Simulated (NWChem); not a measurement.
# C7H7, doublet; SMILES [C]1=CC2C=CC1C2

```xyz
14

C      0.8046     1.1029    -0.6779
C     -0.4982     1.3751    -0.5639
C     -1.0269     0.2489     0.3802
C     -0.8982    -1.0938    -0.3734
C      0.4171    -1.3335    -0.5413
C      1.1795    -0.1553     0.1053
C      0.2172     0.1081     1.3137
H     -1.1192     2.1413    -1.0444
H     -2.0052     0.4503     0.8561
H     -1.7465    -1.6888    -0.7373
H      0.8949    -2.1626    -1.0797
H      2.2508    -0.3153     0.3222
H      0.4565     1.0374     1.8671
H      0.1530    -0.7583     2.0035
```
Atoms are numbered in this order, from 1.

All runs: NWChem. Spin-unrestricted. Coordinates come from a PBE-D3(BJ)/def2-SVP, spin-unrestricted optimisation. Not confirmed as a minimum by frequencies. No stability test was run on the SCF state. Fermi-contact couplings, non-relativistic, static geometry.

For level PBE0/pcJ-1:

```yaml
A(iso) 13C atom 1 (MHz): 456
A(iso) 13C atom 2 (MHz): 23.4
A(iso) 13C atom 3 (MHz): 54.2
A(iso) 1H atom 8 (MHz): 33.7
```

Estimate the same quantities for level PBE/pcJ-1.


| Property | Value |
|---|---|
| A(iso) 13C atom 1 (MHz) | 426 |
| A(iso) 13C atom 2 (MHz) | 34.6 |
| A(iso) 13C atom 3 (MHz) | 52.0 |
| A(iso) 1H atom 8 (MHz) | 31.2 |
